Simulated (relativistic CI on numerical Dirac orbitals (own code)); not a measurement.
**Os6+: 5d valence photoemission**

Computed with this model: Dirac-Coulomb-Breit CI, orbitals from a KLI potential per configuration, a model potential for QED, valence Slater integrals scaled by 0.8, multiplet model of photoemission in the sudden approximation; configurations [Xe] 4f14 5d2 → [Xe] 4f14 5d; 300 K; Lorentzian 0.42 eV and Gaussian 0.5 eV FWHM. Energies are those of the free ion, without screening or charge transfer. The energies are binding energies and can lie tens of eV above those of solids. S is read from ⟨S²⟩ = S(S + 1).

Field parameters in Wybourne normalisation: D3d B²₀ = −7Dσ, B⁴₀ = −14Dq − 21Dτ, B⁴₃ = −14√(10/7) Dq; D4h B²₀ = −7Ds, B⁴₀ = 21(Dq − Dt), B⁴₄ = 21√(5/14) Dq. The field is a parameter set, without covalency.

Computed curve for D3d, 10Dq = 43200, Dσ = -250, Dτ = 90 cm⁻¹, scaled to 100 at the maximum (points under 2 are left out and the grid is thinned):

(Energy (eV), Intensity): (85.1, 2.1), (85.2, 2.4), (85.3, 2.7), (85.4, 3.1), (85.5, 3.6), (85.6, 4.1), (85.7, 4.9), (85.8, 5.9), (85.9, 7.2), (86.0, 9.0), (86.1, 11.7), (86.2, 15.6), (86.3, 21.6), (86.4, 30.6), (86.5, 43.3), (86.6, 59.6), (86.7, 77.2), (86.8, 92.3), (86.9, 100.0), (87.0, 97.7), (87.1, 86.3), (87.2, 69.7), (87.3, 52.6), (87.4, 38.3), (87.5, 28.0), (87.6, 21.4), (87.7, 17.5), (87.8, 15.3), (87.9, 13.9), (88.0, 12.5), (88.1, 11.0), (88.2, 9.2), (88.3, 7.5), (88.4, 6.0), (88.5, 4.8), (88.6, 3.8), (88.7, 3.2), (88.8, 2.7), (88.9, 2.3), (89.0, 2.1)

The ground state has S = 0.95, and the centroid lies at 87.00 eV.
